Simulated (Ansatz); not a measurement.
Cost and result for the atomization energy of `[SbH2][O]C1=CC1` (10 atoms, 10 bonds).

| atom | x (Å) | y (Å) | z (Å) |
| --- | --- | --- | --- |
| Sb1 | 1.762 | 1.230 | -1.401 |
| O2 | 0.866 | -0.546 | -1.216 |
| C3 | -0.042 | -0.750 | -0.282 |
| C4 | -0.840 | -1.565 | 0.318 |
| C5 | -0.836 | -0.112 | 0.792 |
| H6 | 0.331 | 2.160 | -1.242 |
| H7 | 2.086 | 1.432 | 0.270 |
| H8 | -1.285 | -2.530 | 0.476 |
| H9 | -1.677 | 0.539 | 0.540 |
| H10 | -0.365 | 0.141 | 1.746 |

The species carries charge 0 and has multiplicity 1. Correlated methods include outer-core shells of Sb, which these sets cover unevenly. Sb takes the def2 core potential. Geometry: relaxed with PBE0-D4/def2-TZVP. It is one conformer, not always the lowest. Program: Ansatz. All runs use 4 threads of an Intel Xeon Platinum 8375C on a shared host. Times are those of one run each, without the atoms' runs, and a repeat can differ threefold. Electronic energies, without spin–orbit coupling; frozen cores. CCSD(T)/CBS adds CCSD(T) − MP2 in def2-TZVPP to the MP2 limit, and its time is that of the two runs behind it. T1 = 0.014. With those shells the extrapolation isn't a true limit. B3LYP takes the VWN-RPA correlation (the form of Gaussian; ORCA's B3LYP/G).

CCSD(T)/CBS is a level of theory with its own doubt, some kJ/mol a heavy atom from the limit and from the frozen cores, so smaller differences don't rank the functionals.

| level | functions | wall time | atomization (kcal/mol) | difference from CCSD(T)/CBS | per bond |
| --- | --- | --- | --- | --- | --- |
| LDA (SPW92)/def2-TZVPP | 244 | 1.8 s | 1029.2 | 161.3 | 16.1 |
| revPBE-D4/def2-TZVPP | 244 | 2.4 s | 876.9 | 9.0 | 0.9 |
| PBE0-D4/def2-TZVPP | 244 | 2.8 s | 876.3 | 8.4 | 0.8 |
| r2SCANh-D4/def2-TZVPP | 244 | 4 s | 864.0 | -3.9 | -0.4 |
| B3LYP-D4/def2-TZVPP (with forces) | 244 | 4.2 s | 872.4 | 4.5 | 0.4 |
| BHLYP-D4/def2-TZVPP | 244 | 4.4 s | 833.8 | -34.1 | -3.4 |
| B2PLYP/def2-TZVPP | 244 | 6.5 s | 859.4 | -8.5 | -0.9 |
| CCSD(T)/def2-SVP | 107 | 7 s | 813.4 | -54.5 | -5.5 |
| PBE-QIDH/def2-TZVPP | 244 | 7 s | 861.1 | -6.8 | -0.7 |
| B97M-V/def2-TZVPP | 244 | 7.5 s | 879.6 | 11.7 | 1.2 |
| MP2/def2-QZVPP | 460 | 22 s | 873.5 | 5.6 | 0.6 |
| CCSD(T)/def2-TZVPP | 244 | 2.3 min | 841.3 | -26.6 | -2.7 |
| CCSD(T)/CBS(def2) | – | 2.7 min | 867.9 | 0.0 | 0.0 |

Leaving LDA and LC-ωPBE aside and taking each functional with its dispersion term where it has one, the values, not all of them listed here, spread over 69.9 kcal/mol, from BHLYP-D4 to PBE-D4. LDA lies +131.1 kcal/mol from PBE without D4, its usual overbinding. The D4 term adds +8.9 kcal/mol with B3LYP and +4.7 kcal/mol with PBE0; it sums over pairs of atoms, weighted by their polarisabilities, and B3LYP, whose exchange is more repulsive, gets the larger term. From r2SCAN to r2SCAN0 (25 % exact exchange), in def2-TZVPP and without D4, the atomization energy moves by −21.3 kcal/mol: exact exchange takes away binding that semilocal exchange gives to molecules.
